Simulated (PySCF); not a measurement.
SMILES F[Si]([SiH2][SiH2]C=C)(F)F (GFN2-xTB optimised geometry):

```
15

C      0.434     1.628    -3.953
C      0.822     1.983    -2.738
Si     2.236     1.188    -1.781
Si     1.338    -0.025     0.000
Si    -0.944    -0.025     0.000
F     -1.772    -0.736     1.159
F     -1.593     1.433     0.000
F     -1.604    -0.668    -1.301
H     -0.399     2.093    -4.458
H      0.939     0.851    -4.504
H      0.272     2.771    -2.236
H      3.131     2.258    -1.312
H      3.016     0.342    -2.694
H      1.772    -1.433     0.014
H      1.771     0.492     1.311
```

Method: PBE0/def2-TZVP (PySCF).

Problem. What are the frontier orbital energies and the dipole moment?

Solution. HOMO-2 -9.37 eV, HOMO-1 -9.07 eV, HOMO -8.12 eV, LUMO -1.16 eV, LUMO+1 -0.99 eV; dipole moment 3.12 D.

Meta-Löwdin charges at PBE0/def2-TZVP: C1 -0.22, C2 -0.34, Si3 0.40, Si4 0.03, Si5 1.46, F6 -0.49, F7 -0.50, F8 -0.50, H9 0.13, H10 0.12, H11 0.13, H12 -0.07, H13 -0.07, H14 -0.04, H15 -0.05.
